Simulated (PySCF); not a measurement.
C₄H₃Cl₂F, SMILES C(=C(/C=C\Cl)F)/Cl.

The structure is a stationary point at PBE0-D3(BJ)/def2-SVP. The structure was generated by enumeration; whether it is a known compound was not checked. Other conformers were not sampled.

All values below come from r2SCAN/def2-TZVP in PySCF.

Symmetry labels are those of the subgroup Cs that the program uses (full group Cs).

Computed valence orbital energies around the gap with their symmetry:
```
orbital  symmetry  energy (eV)
-------  --------  -----------
HOMO−7         A'       -10.73
HOMO−6         A'        -9.88
HOMO−5         A"        -9.75
HOMO−4         A"        -9.53
HOMO−3         A'        -8.17
HOMO−2         A'        -7.85
HOMO−1         A"        -7.63
HOMO           A"        -5.92
LUMO           A"        -2.41
LUMO+1         A'        -0.12
LUMO+2         A'         0.25
LUMO+3         A"         0.91
```
